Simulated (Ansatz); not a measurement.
Correlation energies of CH₉BN₂Si, SMILES `CB[SiH](N)N` by basis set

```xyz
14

C     2.040   -0.211   -0.633
B     0.571   -0.601   -0.966
Si   -1.065    0.156   -0.053
N    -0.593    1.573    0.800
N    -1.745   -0.944    1.095
H     2.758   -1.032   -0.717
H     2.195    0.324    0.306
H     2.312    0.487   -1.445
H     0.400   -1.431   -1.821
H    -2.193    0.351   -1.020
H    -1.257    2.143    1.297
H     0.211    2.102    0.510
H    -2.450   -1.601    0.802
H    -1.183   -1.315    1.844
```

The species carries charge 0 and has multiplicity 1. Geometry: relaxed with PBE0-D4/def2-TZVP. It is one conformer, not always the lowest. Frozen core, restricted reference, Ansatz 0.2.0. CBS rows extrapolate triple and quadruple zeta; past MP2 they add the triple-zeta difference.

```csv
basis,HF (Eh),MP2 corr.,CCSD corr.,(T),CCSD(T) total
def2-SVP,?,-0.66475,-0.72909,?,?
def2-TZVPP,-465.75316,-0.82991,-0.88460,?,?
def2-QZVPP,-465.77145,-0.88813,–,–,–
CBS(def2),-465.77397,?,-0.98594,as TZ,?
```

Problem. Fill in the withheld values. (Estimate.)

Solution. Computed: def2-SVP HF (Eh): -465.43577; def2-SVP (T): -0.01919; def2-SVP CCSD(T) total: -466.18405; def2-TZVPP (T): -0.03308; def2-TZVPP CCSD(T) total: -466.67084; CBS(def2) MP2 corr.: -0.93125; CBS(def2) CCSD(T) total: -466.79299.
